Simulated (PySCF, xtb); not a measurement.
C3H6BNO, SMILES CB(C)OC#N. The values are those of a single conformer.

Harmonic wavenumbers (cm⁻¹) from GFN2-xTB (xtb 6.7.1) at its own minimum, in rising order: 59, 89, 113, 116, 267, 352, 364, 523, 535, 693, 753, 847, 872, 904, 1102, 1162, 1294, 1387, 1393, 1477, 1480, 1482, 1487, 2446, 2996, 3010, 3023, 3039, 3046, 3047.

### Question
What does PBE-D3(BJ)/def2-SVP (PySCF) give at its own minimum? (An estimate is asked for; the answer gives what the named calculation found.)

### Answer
18, 82, 124, 129, 290, 369, 387, 510, 537, 676, 693, 800, 827, 911, 1078, 1158, 1221, 1278, 1309, 1377, 1382, 1383, 1385, 2311, 2965, 2968, 3035, 3038, 3091, 3092. Paired by order, the mean absolute difference is 44 cm⁻¹ and the zero-point energies are 56.3 and 54.9 kcal/mol.
